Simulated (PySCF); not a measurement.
A structure optimised at B3LYP-D3(BJ)/def2-SVP, used in a PySCF frequency run:

```xyz
10

W      0.0000     0.0000     0.0767
O     -1.5845    -0.9148    -0.4259
H     -2.2830    -1.3181     0.1046
O      0.0000     1.8296    -0.4259
H      0.0000     2.6362     0.1046
O      1.5845    -0.9148    -0.4259
H      2.2830    -1.3181     0.1046
H      0.0000    -1.0416     1.4097
H     -0.9021     0.5208     1.4097
H      0.9021     0.5208     1.4097
```
Charge 0, spin multiplicity 1.

**Question.** Write its SMILES, formula and point group.

**Answer.** [OH][WH3]([OH])[OH], H₆O₃W, C3v

**Question.** What are its rotational constants (standard atomic weights)?

**Answer.** 4.6667, 4.6667, 2.7324 GHz
